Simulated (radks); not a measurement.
Values are calculated unless marked as measured or tabulated.
All-electron atom: neutral palladium in [Kr] 4d9.5 5s0.5 (fractional occupations, a model configuration).

Level of theory: Dirac Kohn-Sham, LDA (Slater exchange, Perdew-Wang correlation), spin-unpolarised, spherical densities, point nucleus; open shells fill j = l - 1/2 first (a radial shooting solver on a logarithmic mesh with Libxc functionals).

Energy parts (hartree):
| part | energy |
|---|---|
| total | -5042.16440 |
| kinetic | 5265.19570 |
| electron-nucleus | -12224.58439 |
| Hartree | 2056.54848 |
| exchange-correlation | -139.32420 |

Orbitals (lengths in bohr, moments of r in powers of bohr):
| orbital | occ. | eigenvalue (hartree) | <r^2> | <1/r> |
|---|---|---|---|---|
| 1s1/2 | 2 | -886.5294 | 0.001374 | 48.19 |
| 2s1/2 | 2 | -129.4875 | 0.02254 | 11.08 |
| 2p1/2 | 2 | -120.1863 | 0.01687 | 11.06 |
| 2p3/2 | 4 | -114.3375 | 0.01820 | 10.42 |
| 3s1/2 | 2 | -23.37742 | 0.1652 | 3.856 |
| 3p1/2 | 2 | -19.70250 | 0.1608 | 3.764 |
| 3p3/2 | 4 | -18.68281 | 0.1701 | 3.608 |
| 3d3/2 | 4 | -12.15015 | 0.1513 | 3.443 |
| 3d5/2 | 6 | -11.94662 | 0.1541 | 3.402 |
| 4s1/2 | 2 | -3.19599 | 1.014 | 1.468 |
| 4p1/2 | 2 | -2.05705 | 1.195 | 1.344 |
| 4p3/2 | 4 | -1.89122 | 1.273 | 1.293 |
| 4d3/2 | 4 | -0.21402 | 2.942 | 0.9095 |
| 4d5/2 | 5.5 | -0.19726 | 3.078 | 0.8926 |
| 5s1/2 | 0.5 | -0.15174 | 12.45 | 0.3926 |

The highest occupied level is 5s1/2 at -4.129 eV. The density falls to 0.001 e/bohr^3 at r = 4.21 bohr.
